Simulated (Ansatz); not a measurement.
NbTe2. Total charge 0; doublet. Geometry r2SCAN-D4/def2-TZVP, that of the charge +1 singlet; atoms count from 1.

```xyz
3

Nb   -0.956    0.073   -0.231
Te    0.796    1.748   -0.638
Te    0.160   -1.821    0.869
```

In the def2 sets Nb, Te take a core potential; there is no spin–orbit coupling. The charge 0 doublet is spin-contaminated (final ⟨S²⟩ up to 0.88, 0.75 for a pure state). The structure comes from a short search, and lower isomers may exist.

Estimate the Mulliken populations from the PBE0/def2-TZVP orbitals of Ansatz.


```
atom  charge (e)  spin (α − β)  d electrons
 Nb1        0.51          1.72         3.68
 Te2       -0.25         -0.36            –
 Te3       -0.25         -0.36            –
```
Mulliken values and Mayer orders depend strongly on the basis.

Where does the spin sit?

Summed by element: Nb 1.72, Te -0.72, of 1 unpaired in all. Largest on single atoms: Nb1 1.72, Te2 -0.36, Te3 -0.36.

And the Mayer bond orders between bonded heavy atoms (over 0.3)?

Nb1–Te2 2.28 (2.46 Å); Nb1–Te3 2.28 (2.46 Å).
